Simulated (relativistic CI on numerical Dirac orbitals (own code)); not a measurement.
## V³⁺ (3d2) in a crystal field

Calculated by Dirac-Coulomb-Breit CI, separate exchange-only KLI orbitals for each configuration, a model potential for QED, valence Slater integrals scaled by 0.85, one configuration in a parametric crystal field (own radial code).

Field parameters in Wybourne normalisation: D3d B²₀ = −7Dσ, B⁴₀ = −14Dq − 21Dτ, B⁴₃ = −14√(10/7) Dq; D4h B²₀ = −7Ds, B⁴₀ = 21(Dq − Dt), B⁴₄ = 21√(5/14) Dq; Oh B⁴₀ = 21Dq, B⁴₄ = √(5/14) B⁴₀. The field is a parameter set, without covalency.

S is read from ⟨S²⟩ = S(S + 1).

Powder χT (cm³ K mol⁻¹) by Van Vleck's formula, with temperature-independent terms:

```csv
Field,2 K,5 K,10 K,20 K,50 K,100 K,200 K,300 K
"D3d, 10Dq = 9350, Dσ = 330, Dτ = 90 cm⁻¹",0.0489,0.0636,0.0881,0.137,0.283,0.495,0.775,0.935
"D3d, 10Dq = 17350, Dσ = -720, Dτ = 40 cm⁻¹",0.192,0.454,0.652,0.741,0.79,0.829,0.896,0.962
"D3d, 10Dq = 18100, Dσ = 440, Dτ = 320 cm⁻¹",0.0584,0.0738,0.0995,0.151,0.304,0.525,0.799,0.939
"D3d, 10Dq = 23550, Dσ = 1000, Dτ = -430 cm⁻¹",0.281,0.599,0.76,0.819,0.852,0.878,0.925,0.971
"D4h, 10Dq = 8150, Ds = -660, Dt = 680 cm⁻¹",0.00497,0.0124,0.0249,0.0515,0.171,0.396,0.71,0.907
"D4h, 10Dq = 8350, Ds = 1180, Dt = 540 cm⁻¹",0.00694,0.0174,0.0359,0.0829,0.23,0.425,0.719,0.937
"Oh, 10Dq = 8600 cm⁻¹",0.0173,0.0425,0.0739,0.118,0.23,0.41,0.719,0.928
"Oh, 10Dq = 27750 cm⁻¹",0.067,0.107,0.132,0.171,0.283,0.465,0.755,0.931
```

Problem. For D4h, 10Dq = 8150, Ds = -660, Dt = 680 cm⁻¹: what effective moment follows at 300 K?

Solution. μ_eff = √(8χT) = 2.69 μB. The ground level has S = 1.00; the spin-only moment for S = 1 is 2.83 μB. The difference comes from the orbital moment, spin-orbit mixing of terms and temperature-independent paramagnetism, all larger in this ionic model than in covalent complexes. The ground level is a non-magnetic singlet, so χT starts at zero and rises through temperature-independent paramagnetism and the filling of excited levels.
